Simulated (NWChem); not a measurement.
Species: MgNH2I; SMILES [NH2][Mg][I]

```xyz
5

Mg     0.0000     0.0000     1.5916
I      0.0000     0.0000    -0.9729
N      0.0000     0.0000     3.4728
H      0.0000    -0.8168     4.0768
H      0.0000     0.8168     4.0768
```
Atoms are numbered in this order, from 1.

Results from NWChem. The geometry was optimised at PBE0/def2-SVP. def2 effective core potentials on I; no spin-orbit coupling. Vertical excitations in the gas phase; the lowest state need not have the same character in each row.

For level B3LYP/def2-SVP, TDA:

```yaml
lowest excitation, singlet (eV): 3.72
lowest triplet (eV): 3.38
orbital gap (eV): 4.73
```

### Question
Estimate the same quantities for level PBE/def2-SVP, TDA.

### Answer
- lowest excitation, singlet (eV) = 3.28
- lowest triplet (eV) = 2.96
- orbital gap (eV) = 3.15
